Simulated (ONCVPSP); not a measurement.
calcium (Ca): excitation energies, all-electron against ONCV

calcium, optimised norm-conserving Vanderbilt (ONCV), made with ONCVPSP 4.0.1 (PBE, non-relativistic). Core [Ne], reference 3s2 3p6 4s2. Waves: 3s+4s: rc 2.05 bohr, ncon 4, nbas 8, qcut 4.6 1/bohr, 2 projectors; 3p: rc 1.25 bohr, ncon 5, nbas 9, qcut 6.3 1/bohr, 1 projector; d scattering state at 0.1 Ha: rc 2.05 bohr, ncon 4, nbas 8, qcut 4.7 1/bohr, 3 projectors, debl 2.7 Ha. Local part: polynomial inside 0.85 bohr (lpopt 3, dvloc0 0 Ha). Core correction: Teter function fitted to the true core (icmod 2), fcfact 0.2.

In the d channel the program set the typed energies aside and used -0.076, 2.624, 5.324 Ha.

Energies are relative to the spin-unpolarised reference configuration 3s2 3p6 4s2; without spin polarisation the order of configurations can differ from experiment.

| valence configuration | charge | ΔE all-electron (eV) | error AE − PS (meV) |
| --- | --- | --- | --- |
| 3s2 3p6 4s0 | +2 | 18.059 | -2.9 |
| 3s2 3p6 4s1.5 | +0.5 | 2.495 | 0.0 |

Problem. What are ΔE and the potential's error for 3s2 3p6 4s1?

Solution. ΔE = 6.286 eV all-electron; the error (AE − PS) is -0.3 meV.

Problem. What are ΔE and the potential's error for 3s2 3p5 4s2?

Solution. ΔE = 34.718 eV all-electron; the error (AE − PS) is +43 meV.
